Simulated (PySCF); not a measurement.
# Working out the ionisation energy of V

V [Ar] 3d3 4s2 (4F) → V⁺ [Ar] 3d4 (5D). Calculation: PySCF 2.14, in x2c-TZVPall (6s5p4d1f, 48 functions); scalar relativity by spin-free X2C-1e. Frozen: [Ar]. Energies in hartree (1 hartree = 27.21139 eV):

```
             part    V (lower)   V⁺ (upper)
              UHF  -948.131725  -947.906069
MP2 opposite-spin    -0.028843     0.000000
    MP2 same-spin    -0.021696    -0.037690
```

Question: What does Hartree-Fock give?

Answer: (-947.906069) − (-948.131725) = 0.225656 hartree = 6.140 eV.

Question: What do MP2 and SCS-MP2 (6/5 opposite-spin, 1/3 same-spin) give?

Answer: The opposite-spin parts differ by 0.785 eV and the same-spin parts by -0.435 eV. MP2: 6.140 + (0.785) + (-0.435) = 6.490 eV. SCS-MP2: 6.140 + 1.2 × (0.785) + (-0.435)/3 = 6.937 eV.

Measured between the centres of the two terms (NIST): 6.732 eV, so MP2 (valence) is off by -0.242 eV.

What remains against the reference includes basis incompleteness, the frozen core and correlation beyond second order.
